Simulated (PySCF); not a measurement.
Species: C8H8.
Atom-mapped SMILES: `[CH2:1]=[C:2]1[CH:3]=[CH:4][CH:5]=[CH:6][CH:7]=[CH:8]1` (hydrogens: H9, H10 on C1; H11 on C3; H12 on C4; H13 on C5; H14 on C6; H15 on C7; H16 on C8)

Computed by this run: PBE0/def2-SV(P) geometry optimisation, gas phase in PySCF 2.14.0; density fitting, grid level 1; the optimiser is geomeTRIC in internal coordinates, started from a GFN2-xTB structure.

Geometry at step 0:
```
atom  x, y, z in Å
C1     -2.5411   -0.2405    0.0692
C2     -1.2018   -0.1134    0.0320
C3     -0.3929   -1.3093   -0.1352
C4      0.9399   -1.4675   -0.2023
C5      1.9827   -0.4833   -0.1297
C6      1.8605    0.8491    0.0225
C7      0.6568    1.6203    0.1557
C8     -0.6242    1.2142    0.1615
H9     -3.1887    0.6102    0.1908
H10    -3.0230   -1.1984   -0.0213
H11    -0.9899   -2.2112   -0.2162
H12     1.3011   -2.4812   -0.3308
H13     2.9863   -0.8829   -0.2102
H14     2.7740    1.4304    0.0525
H15     0.8276    2.6845    0.2695
H16    -1.3747    1.9881    0.2807
```

Task: What forces act on the atoms?

Result: 
```json
{"atom": "C1", "Fx (eV/Å)": "-0.103", "Fy (eV/Å)": "-0.010", "Fz (eV/Å)": "0.002"}
{"atom": "C2", "Fx (eV/Å)": "0.216", "Fy (eV/Å)": "0.018", "Fz (eV/Å)": "0.001"}
{"atom": "C3", "Fx (eV/Å)": "-0.181", "Fy (eV/Å)": "0.117", "Fz (eV/Å)": "0.019"}
{"atom": "C4", "Fx (eV/Å)": "0.197", "Fy (eV/Å)": "0.098", "Fz (eV/Å)": "0.006"}
{"atom": "C5", "Fx (eV/Å)": "-0.012", "Fy (eV/Å)": "-0.089", "Fz (eV/Å)": "-0.014"}
{"atom": "C6", "Fx (eV/Å)": "-0.029", "Fy (eV/Å)": "0.089", "Fz (eV/Å)": "0.012"}
{"atom": "C7", "Fx (eV/Å)": "0.210", "Fy (eV/Å)": "-0.056", "Fz (eV/Å)": "-0.010"}
{"atom": "C8", "Fx (eV/Å)": "-0.157", "Fy (eV/Å)": "-0.149", "Fz (eV/Å)": "-0.018"}
{"atom": "H9", "Fx (eV/Å)": "-0.380", "Fy (eV/Å)": "0.608", "Fz (eV/Å)": "0.085"}
{"atom": "H10", "Fx (eV/Å)": "-0.262", "Fy (eV/Å)": "-0.669", "Fz (eV/Å)": "-0.066"}
{"atom": "H11", "Fx (eV/Å)": "-0.178", "Fy (eV/Å)": "-0.414", "Fz (eV/Å)": "-0.039"}
{"atom": "H12", "Fx (eV/Å)": "0.061", "Fy (eV/Å)": "-0.460", "Fz (eV/Å)": "-0.054"}
{"atom": "H13", "Fx (eV/Å)": "0.461", "Fy (eV/Å)": "-0.115", "Fz (eV/Å)": "-0.034"}
{"atom": "H14", "Fx (eV/Å)": "0.432", "Fy (eV/Å)": "0.198", "Fz (eV/Å)": "0.007"}
{"atom": "H15", "Fx (eV/Å)": "-0.022", "Fy (eV/Å)": "0.462", "Fz (eV/Å)": "0.054"}
{"atom": "H16", "Fx (eV/Å)": "-0.251", "Fy (eV/Å)": "0.372", "Fz (eV/Å)": "0.050"}
```

The largest, 0.72 eV/Å, acts on H9 (H10 within 3 % of it); the rms over all components is 0.233 eV/Å. The forces sum to zero within rounding, as they must for an isolated molecule in no field.

Task: Give the force on H9 in Eh/bohr and in nN.

Result: 0.722 eV/Å ÷ 51.422 = 0.01404 Eh/bohr, and 0.722 eV/Å × 1.602 = 1.16 nN.

Task: How far is this geometry from the end of the optimisation?

Result: 0.059 eV above it, and 0.025 Å rms away after alignment. The bonds farthest from their final lengths, with half the difference of the two atoms' forces along the bond (positive lengthens):

| bond | now (Å) | final (Å) | force along bond (eV/Å) |
| --- | --- | --- | --- |
| C1–H9 | 1.076 | 1.095 | +0.33 |
| C1–H10 | 1.076 | 1.095 | +0.33 |
| C5–H13 | 1.083 | 1.096 | +0.22 |
| C6–H14 | 1.083 | 1.096 | +0.22 |
| C4–H12 | 1.084 | 1.096 | +0.24 |
| C7–H15 | 1.084 | 1.096 | +0.24 |

The angle farthest from its final value is C3–C4–H12, 116.5° against 115.5°.

Of the 6 listed bonds off by 0.010 Å or more, this force points towards the final length in 6.

What follows is the cost of the whole optimisation. Time: 18 s of wall time; peak memory 0.59 GiB. Hardware: an Arm Neoverse V1 with one thread (shared host).
